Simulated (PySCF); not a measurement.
C₆H₁₃BO₂, SMILES OB(/C=C\C(C)(C)C)O, singlet, GFN2-xTB optimised geometry.

```
22

C      0.75    -1.32     1.24
C      1.24    -0.57     0.00
C      2.77    -0.57     0.00
C      0.73    -1.27    -1.27
C      0.74     0.86     0.00
C     -0.50     1.27     0.22
B     -1.80     0.44     0.56
O     -2.34    -0.41    -0.34
O     -2.48     0.61     1.74
H     -0.34    -1.37     1.25
H      1.13    -2.34     1.24
H      1.08    -0.83     2.15
H      3.16    -0.07     0.89
H      3.16    -0.05    -0.88
H      3.15    -1.59    -0.01
H      1.10    -0.76    -2.15
H     -0.35    -1.25    -1.29
H      1.07    -2.30    -1.29
H      1.51     1.59    -0.22
H     -0.66     2.34     0.19
H     -3.16    -0.81    -0.05
H     -2.10     1.22     2.36
```

Density from PBE/def2-SVP (PySCF) at that geometry.

Minimum of the electron density along straight lines between bonded atoms, close to the bond critical point (lines longer than 1.1 times the sum of covalent radii, or with two minima, are not listed):

```
bond    length / Å  ρ at the minimum / e bohr⁻³  ∇²ρ there / e bohr⁻⁵  position (fraction from the first atom)
------  ----------  ---------------------------  --------------------  ---------------------------------------
C1–C2        1.532                        0.239                 -0.51                                     0.50
C2–C3        1.532                        0.240                 -0.52                                     0.50
C2–C4        1.534                        0.237                 -0.51                                     0.50
C2–C5        1.510                        0.251                 -0.56                                     0.49
C5–C6        1.328                        0.336                 -0.86                                     0.51
C6–B7        1.579                        0.180                 -0.19                                     0.67
B7–O8        1.352                        0.207                  1.15                                     0.33
B7–O9        1.367                        0.198                  1.06                                     0.33
C1–H10       1.086                        0.275                 -0.99                                     0.63
C1–H11       1.088                        0.274                 -0.98                                     0.63
C1–H12       1.088                        0.274                 -0.98                                     0.63
C3–H13       1.088                        0.274                 -0.98                                     0.63
C3–H14       1.088                        0.274                 -0.98                                     0.63
C3–H15       1.088                        0.274                 -0.98                                     0.63
C4–H16       1.088                        0.274                 -0.98                                     0.63
C4–H17       1.086                        0.279                 -1.04                                     0.64
C4–H18       1.088                        0.273                 -0.97                                     0.62
C5–H19       1.085                        0.279                 -1.02                                     0.63
C6–H20       1.087                        0.271                 -0.95                                     0.62
O8–H21       0.959                        0.357                 -2.31                                     0.81
O9–H22       0.955                        0.360                 -2.38                                     0.81
```
